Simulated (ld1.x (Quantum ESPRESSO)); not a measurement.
**Plane-wave convergence, PAW potential for osmium**

Os (Z = 76), PAW, made with ld1.x (Quantum ESPRESSO) 7.5 (PBEsol, scalar-relativistic). Core [Kr] 4d10 4f14, reference 5s2 5p6 5d7 6s1 6p0. Waves: 5s (bound): rcut 1.30, rcutus 1.60 bohr; 6s (bound): rcut 1.30, rcutus 1.60 bohr; 5p (bound): rcut 1.70, rcutus 1.90 bohr; 6p (bound, empty): rcut 1.70, rcutus 1.90 bohr; 5d (bound): rcut 1.70, rcutus 2.30 bohr; 5d channel at 2.35 Ry: rcut 1.70, rcutus 2.30 bohr. Local part: all-electron potential smoothed inside 2.15 bohr (lloc = -1). Core correction: Bessel-smoothed model core inside 1.10 bohr. Augmentation charge: PSQ, inside the norm-conserving radii.

The pseudo-atom Hamiltonian at the reference potential is diagonalised in spherical Bessel functions j_l(qr) that vanish at 20 bohr, with q² up to the cutoff. All-electron valence levels (Ry): 5s -6.5588, 6s -0.4018, 5p -3.5758, 6p -0.0690, 5d -0.3478.

Question: How do the lowest levels (Ry) of each channel move with the cutoff, and are there ghosts?

Answer:

| cutoff (Ry) | s #1 | s #2 | p #1 | p #2 | d #1 | f #1 | f #2 | Σ f·Δε (mRy) |
| --- | --- | --- | --- | --- | --- | --- | --- | --- |
| 8 | -6.1866 | -0.3104 | -3.2323 | -0.0319 | -0.2582 | 0.1122 | 0.2377 | 3523.9 |
| 12 | -6.4614 | -0.3533 | -3.4930 | -0.0431 | -0.3311 | 0.1122 | 0.2377 | 857.2 |
| 21 | -6.5562 | -0.3887 | -3.5732 | -0.0542 | -0.3475 | 0.1122 | 0.2377 | 36.5 |
| 30 | -6.5580 | -0.3991 | -3.5752 | -0.0661 | -0.3477 | 0.1122 | 0.2377 | 9.3 |
| 45 | -6.5587 | -0.4018 | -3.5757 | -0.0688 | -0.3478 | 0.1122 | 0.2377 | 0.9 |
| 55 | -6.5587 | -0.4019 | -3.5758 | -0.0689 | -0.3478 | 0.1122 | 0.2377 | 0.6 |
| 400 | -6.5588 | -0.4019 | -3.5758 | -0.0690 | -0.3479 | 0.1122 | 0.2377 | 0.0 |

Result: no extra level below or beside the all-electron valence levels (s, p, d, f tested); 10 mRy is reached at 30 Ry and 1 mRy at 45 Ry.

Test run stopped at test 1 of 7 (negative rho).
